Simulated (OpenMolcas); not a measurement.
Ag2+ (d9) in a complex was computed by CASSCF with the d shell active (OpenMolcas, ANO-RCC-VTZP on the metal). Its lowest spin-free states, and all those of the highest spin:

```tsv
2S+1	Degeneracy	E (cm-1)
2	1	0.0
2	2	5236
2	2	7718
```

Is the site octahedral, tetrahedral or cube-like, axial, or of lower symmetry?

The states with 2S+1 = 2 have orbital degeneracies 1, 2, 2. There are pairs but no triples, so the site is axial: not cubic, but with a proper or improper axis of order three or more. The run had Ag2+ with 5 ligands (fluoride) in trigonal bipyramidal coordination (D3h) at 2.19 Å, the axial distance 2.256 Å. A charge of +0.6 e stands 3.2 Å behind each ligand. Ligand basis ANO-RCC-VDZP.

With metal d orbitals alone the field can be off either way by tens of per cent. Ligand-to-metal charge-transfer states are missing. No measured value stands beside these numbers; the geometry is a model, was not optimised and need not be the one that this ion takes.
